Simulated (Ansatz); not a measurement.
```yaml
crystal:
  periodic: [false, false, false]
  atoms:
    - {symbol: B, position_ang: [-0.805773, 1.487485, -0.312357]}
    - {symbol: S, position_ang: [0.402491, 0.048682, -0.727591]}
    - {symbol: C, position_ang: [1.444736, -0.049987, 0.722800]}
    - {symbol: C, position_ang: [-0.600132, -1.414845, -0.498516]}
    - {symbol: H, position_ang: [-0.088248, 2.461476, -0.327267]}
    - {symbol: H, position_ang: [-1.269500, 1.210768, 0.772800]}
    - {symbol: H, position_ang: [-1.595829, 1.455538, -1.228054]}
    - {symbol: H, position_ang: [0.820237, -0.071675, 1.616433]}
    - {symbol: H, position_ang: [2.085525, -0.929903, 0.666396]}
    - {symbol: H, position_ang: [2.056426, 0.851443, 0.730992]}
    - {symbol: H, position_ang: [0.018671, -2.309430, -0.568149]}
    - {symbol: H, position_ang: [-1.107747, -1.358626, 0.464924]}
    - {symbol: H, position_ang: [-1.340459, -1.415725, -1.297712]}
basis:
  gaussian: {orbitals: def2-TZVP, fitting: {mean_field: def2-universal-jkfit}}
hamiltonian: {xc: {name: CCSD(T)}}
output: {forces: true}
```

```sh
$ ansatz run in.yaml --threads 4 --pin off --events-out ev --progress --plain --max-ram 10444MiB
```

It prints (some lines left out):

```
Error: YAML parse error: error: line 19 column 19: hamiltonian.xc: no functional is named "CCSD(T)"; the names, which are not case-sensitive, are SVWN5, SPW92, PBE, PBE0, PBEsol, revPBE, revPBE0, RPBE, rPW86-PBE, HSE06, wPBEh, LC-wPBE, HISS, HF, BLYP, B3LYP, B3LYP5, BHLYP, CAM-B3LYP, r2SCAN, r2SCANh, r2SCAN0, r2SCAN50, m-r2SCAN, B97, wB97, wB97X, wB97X-V, B97M-V, wB97M-V, B2PLYP, B2GP-PLYP, PBE0-DH, PBE-QIDH
17 | basis:
18 |   gaussian: {orbitals: def2-TZVP, fitting: {mean_field: def2-universal-jkfit}}
19 | hamiltonian: {xc: {name: CCSD(T)}}
20 | output: {forces: true}
```

Problem. What is wrong with this run?

Solution. The method's name isn't one that the program takes here. The program refused the input.

HSE06 is defined as in plane-wave codes.
